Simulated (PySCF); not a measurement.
C7H15OP.
Numbering: `[CH3:1][P:2]([CH3:3])(=[O:4])[CH:5]1[CH2:6][CH2:7][CH2:8][CH2:9]1`

Definitions: NICS(0) = −σiso at the ring centroid; NICS(1) = −σiso and NICS(1)zz = −σzz at ±1 Å along the ring normal z. Level: GIAO PBE0/pcSseg-1 (PySCF, non-relativistic, gas phase) on the GFN2-xTB geometry, one conformer.

Ring bond lengths (Å), with Mayer bond orders in brackets: C5–C6 1.539 (0.99), C6–C7 1.530 (1.04), C7–C8 1.525 (1.03), C8–C9 1.526 (1.04), C9–C5 1.535 (0.99).

Task: What do the NICS probes read (ppm)?

Result: 
```
          ring                                            type  NICS(0)  NICS(1), two faces  NICS(1)zz, two faces  rms pucker (Å)  centre to ring atoms, mean (Å)
C5–C6–C7–C8–C9  5-membered carbocycle; formal bonds all single     -6.0         -3.8 / -4.5           -4.4 / -3.7            0.18                            1.28
```

Task: What do they say, and how far can they be read as aromaticity?

Result: 
- C5–C6–C7–C8–C9: mean NICS(1)zz -4.1 ppm, shielded. C5, C6, C7, C8, C9 have four or more neighbours, so the value isn't read as a sign of a π ring current.

Task: How shielded are the nuclei of the rings and their hydrogens (means over atoms taken as equivalent)?

Result: 
```tsv
atoms	environment	σ isotropic (ppm)
C5	sp3 carbon bound to phosphorus	145.9
C6 (×2)	ring CH2 carbon	158.5
C7 (×2)	ring CH2 carbon	155.2
H on C5	methine hydrogen	30.24
H on C6 (×2)	methylene hydrogen	30.01
H on C6 (×2)	methylene hydrogen	29.68
H on C7 (×2)	methylene hydrogen	29.90
H on C7 (×2)	methylene hydrogen	30.11
```

The run took 51 s wall on an Arm Neoverse V1 with one thread, on a shared host, and the process peaked at 1.1 GiB of memory. This is the whole shielding run at PBE0/pcSseg-1, SCF included.
